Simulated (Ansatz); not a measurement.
Conformers of CH$_{5}$AlClN, SMILES `C[NH][AlH][Cl]`, each relaxed with PBE0-D4/def2-TZVP in Ansatz. CBS adds the triple-zeta coupled-cluster correction to the MP2 limit.

Not all of them had a frequency check.

Conformer A:

Cartesian coordinates in Å:
```
C -0.907 -0.358 0.843
N -0.124 0.591 0.079
Al 1.169 0.304 -1.077
Cl 1.709 -1.691 -1.455
H -0.788 -0.217 1.923
H -1.976 -0.292 0.611
H -0.586 -1.375 0.610
H -0.392 1.546 0.269
H 1.896 1.491 -1.803
```

Conformer B:

```xyz
9

C    -0.679   -1.140    0.081
N    -0.005   -0.014   -0.531
Al    0.788    1.328    0.281
Cl    1.674    2.800   -0.927
H    -0.637   -1.055    1.170
H    -0.215   -2.097   -0.186
H    -1.738   -1.191   -0.198
H    -0.022   -0.056   -1.539
H     0.834    1.424    1.849
```

(1) Which is lowest in electronic energy at CCSD(T)/CBS (frozen core, def2 sets), and by how much? (Estimate.)

(2) Give the energies relative to A (kJ/mol) with ωB97X-V/def2-TZVPP, PBE/def2-TZVPP, MP2/def2-TZVPP, CCSD/def2-TZVPP, HF/def2-QZVPP, MP2/def2-QZVPP, MP2/CBS(def2). (Estimate.)

Answers

(1) Computed: A; B lies 1.2 kJ/mol higher. Gaps under about 2 kJ/mol don't settle the order.

(2) The calculation gave: 
```
             level     B
ωB97X-V/def2-TZVPP   1.1
    PBE/def2-TZVPP   0.5
    MP2/def2-TZVPP   1.2
   CCSD/def2-TZVPP   0.8
     HF/def2-QZVPP  -0.3
    MP2/def2-QZVPP   1.4
     MP2/CBS(def2)   1.5
```
